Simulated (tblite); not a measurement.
Compound: C₄H₇GeN₃O₂.
SMILES with atom numbers: `[CH3:1][N:2]([CH:3]=[O:4])[Ge@@H:5]([C:6]#[N:7])[C:8]([NH2:9])=[O:10]` (hydrogens: H11, H12, H13 on C1; H14 on C3; H15 on Ge5; H16, H17 on N9)

Computed with GFN2-xTB (tblite), gas phase: L-BFGS steps from a force-field or distance-geometry start until the largest atomic force falls under 0.01 eV/Å.

Step 111: E = -841.4843 eV
```
atom  x, y, z in Å  |  force x, y, z in eV/Å
C1     -2.2682    0.5651   -0.6962   -0.002   0.012   0.004
N2     -1.1226    0.3023    0.1380   -0.008  -0.007  -0.008
C3     -1.1844   -0.3344    1.2934   -0.023   0.029   0.021
O4     -0.1553   -0.5515    1.9221   -0.018  -0.035   0.009
Ge5     0.7232    0.6529   -0.2174    0.027  -0.002   0.036
C6      1.2489    1.8955    1.1764   -0.001   0.007  -0.005
N7      1.5796    2.6094    2.0072    0.007   0.002  -0.015
C8      1.6998   -1.1495   -0.3382   -0.020  -0.029   0.020
N9      2.3086   -1.5077    0.7890    0.033   0.018   0.010
O10     1.6677   -1.7562   -1.3745    0.043   0.017  -0.036
H11    -3.1825    0.3344   -0.1493   -0.025   0.000  -0.008
H12    -2.2773    1.6178   -0.9794   -0.019   0.021  -0.027
H13    -2.2315   -0.0432   -1.6027    0.011   0.002   0.015
H14    -2.1726   -0.6486    1.6570    0.002   0.004   0.009
H15     0.5885    1.4720   -1.4999   -0.008  -0.038  -0.015
H16     2.0697   -1.0110    1.6346    0.005  -0.017   0.044
H17     2.7017   -2.4353    0.8791   -0.007   0.015  -0.054
```

Step 112: E = -841.4849 eV
```
atom  x, y, z in Å  |  force x, y, z in eV/Å
C1     -2.2676    0.5655   -0.6936   -0.003   0.033  -0.003
N2     -1.1215    0.3038    0.1396   -0.004  -0.030   0.010
C3     -1.1840   -0.3355    1.2935   -0.010   0.014   0.044
O4     -0.1564   -0.5553    1.9243   -0.030  -0.018  -0.021
Ge5     0.7243    0.6530   -0.2187    0.020   0.004   0.033
C6      1.2479    1.8984    1.1745   -0.017  -0.029  -0.050
N7      1.5759    2.6155    2.0030    0.022   0.032   0.022
C8      1.7017   -1.1502   -0.3384   -0.010  -0.031   0.016
N9      2.3071   -1.5094    0.7909    0.010   0.030  -0.018
O10     1.6747   -1.7550   -1.3764    0.042   0.036   0.006
H11    -3.1837    0.3369   -0.1474    0.001   0.001  -0.015
H12    -2.2733    1.6182   -0.9768   -0.034   0.025  -0.033
H13    -2.2304   -0.0423   -1.6004    0.004  -0.003   0.015
H14    -2.1728   -0.6509    1.6547    0.001   0.006   0.010
H15     0.5861    1.4714   -1.5033   -0.002  -0.047   0.002
H16     2.0658   -1.0142    1.6379    0.009  -0.039   0.013
H17     2.6992   -2.4378    0.8760   -0.001   0.017  -0.032
```

Step 113: E = -841.4855 eV
```
atom  x, y, z in Å  |  force x, y, z in eV/Å
C1     -2.2673    0.5683   -0.6928   -0.006   0.054  -0.010
N2     -1.1229    0.3037    0.1412    0.007  -0.040   0.036
C3     -1.1885   -0.3353    1.2952    0.011  -0.009   0.052
O4     -0.1625   -0.5600    1.9274   -0.031  -0.002  -0.044
Ge5     0.7236    0.6493   -0.2183    0.001   0.000   0.019
C6      1.2461    1.8959    1.1729   -0.009   0.000  -0.021
N7      1.5699    2.6170    1.9998    0.017   0.013   0.003
C8      1.7035   -1.1529   -0.3372   -0.027   0.011  -0.008
N9      2.3113   -1.5091    0.7900    0.028   0.023   0.037
O10     1.6787   -1.7583   -1.3744    0.030   0.017  -0.036
H11    -3.1856    0.3422   -0.1487    0.014   0.001  -0.021
H12    -2.2684    1.6216   -0.9753   -0.042   0.015  -0.032
H13    -2.2283   -0.0386   -1.5998   -0.007  -0.008   0.007
H14    -2.1781   -0.6496    1.6550   -0.005   0.014   0.008
H15     0.5820    1.4671   -1.5038    0.004  -0.052   0.012
H16     2.0733   -1.0125    1.6374    0.012  -0.055   0.007
H17     2.7064   -2.4367    0.8707    0.003   0.018  -0.011
```

Question: Estimate the geometry and energy of step 114. (The exact step hangs on the optimiser's Hessian estimate; all steps are aligned on step 113, rigid shifts and turns removed.)

Answer: E = -841.4865 eV, largest force 0.091 eV/Å
```
atom  x, y, z in Å  |  force x, y, z in eV/Å
C1     -2.2655    0.5741   -0.6895   -0.009   0.048  -0.010
N2     -1.1221    0.3002    0.1427    0.000  -0.018   0.036
C3     -1.1904   -0.3367    1.2974    0.043  -0.040   0.060
O4     -0.1646   -0.5673    1.9286   -0.045   0.015  -0.056
Ge5     0.7245    0.6437   -0.2193   -0.022  -0.002   0.008
C6      1.2387    1.8963    1.1682    0.024   0.071   0.052
N7      1.5542    2.6267    1.9913   -0.008  -0.052  -0.062
C8      1.7090   -1.1555   -0.3381   -0.016   0.005  -0.012
N9      2.3111   -1.5126    0.7922    0.017   0.034   0.002
O10     1.6937   -1.7579   -1.3778    0.028   0.038   0.008
H11    -3.1850    0.3516   -0.1454    0.020   0.003  -0.026
H12    -2.2614    1.6281   -0.9709   -0.038   0.004  -0.024
H13    -2.2286   -0.0319   -1.5971   -0.017  -0.007  -0.001
H14    -2.1804   -0.6492    1.6572   -0.012   0.023   0.009
H15     0.5776    1.4583   -1.5068    0.012  -0.054   0.017
H16     2.0711   -1.0178    1.6410    0.012  -0.077  -0.021
H17     2.7113   -2.4382    0.8657    0.010   0.009   0.019
```

The energy changes by -0.0010 eV. The first-order estimate −F·Δx gives -0.0013 eV and the mean of the old and new forces, exact on a quadratic surface, -0.0009 eV. The step makes an angle of 78° with the force vector and moves no atom by more than 0.020 Å.

What follows is the cost of the whole relaxation. Time: 2.3 s of wall time. Hardware: one thread, Arm Neoverse N1 (aarch64), shared host with 64 logical CPUs at a one-minute load of 51.
